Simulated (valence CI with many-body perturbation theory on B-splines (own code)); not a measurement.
The numbers below are computed, except where a source is named.
## Er47+: what the settings do

Level of theory: configuration interaction combined with many-body perturbation theory (CI+MBPT): three valence electrons over a frozen Dirac-Fock core [Ar], a basis of 6 s, 6 p, 5 d, 5 f, 1 g functions for each j, with the one-electron correlation potential Σ1, the two-electron term Σ2, the three-electron term Σ3, Breit, model QED; selected CI, second order for the rest, scaled by the run's own slope (own B-spline code, finite nucleus).

The last digits are not significant, and no measured levels were compared; by estimate large intervals hold to a few tenths of a per cent, small ones and those within an open d or f shell to about a per cent. Only levels of the ground parity were solved; by the run's estimate the other parity begins above the list, which can be wrong where configurations are misplaced.

The reference run has the lowest level (3d3/2^3) J=3/2 and an ionisation energy of 4038.71 eV. Its largest variational space holds 2196 state functions.

Levels are named by their leading jj configuration (3d3/2^4 stands for four electrons in 3d with j = 3/2), which in mixed levels can hold well under half, so a name can repeat and another be missing. Letters in brackets count levels of one name in rising energy.

Changed runs:
A. scale of Σ2 1 → 0; scale of Σ1 1 → 0; three-electron term on → off
B. scale of Σ2 1 → 0.8
C. lowest core n in screening and Σ2 1 → 4
D. scale of Σ1 1 → 0 (bad on purpose)

Excitation energies of the reference run in cm⁻¹, and shifts in cm⁻¹:

| Level | Reference | A | B | D |
| --- | --- | --- | --- | --- |
| (3d3/2^2 3d5/2) J=5/2 [a] | 338057 | -5256 | -688 | -1651 |
| (3d3/2^2 3d5/2) J=3/2 | 386053 | -2571 | +39 | -1645 |
| (3d3/2^2 3d5/2) J=7/2 | 409782 | -3824 | -424 | -1730 |
| (3d3/2^2 3d5/2) J=9/2 | 413147 | -4765 | -655 | -1681 |
| (3d3/2^2 3d5/2) J=1/2 | 423965 | -811 | +459 | -1686 |
| (3d3/2^2 3d5/2) J=5/2 [b] | 584536 | +1604 | +792 | -1909 |
| (3d3/2 3d5/2^2) J=7/2 [a] | 742063 | -8258 | -983 | -3307 |
| (3d3/2 3d5/2^2) J=9/2 | 773540 | -9013 | -1070 | -3364 |
| (3d3/2 3d5/2^2) J=3/2 [a] | 811019 | -3672 | -108 | -3377 |
| (3d3/2 3d5/2^2) J=1/2 | 832064 | -3913 | +244 | -3398 |
| (3d3/2 3d5/2^2) J=11/2 | 844621 | -8726 | -1012 | -3389 |
| (3d3/2 3d5/2^2) J=5/2 [a] | 849528 | -1487 | +320 | -3312 |
| Ionisation energy (eV) | 4038.71 | -8.63 | -1.19 | -2.65 |

Run C: It gave no result: the setting left no core shell for the response of the core. The program said: "need at least one array to concatenate".
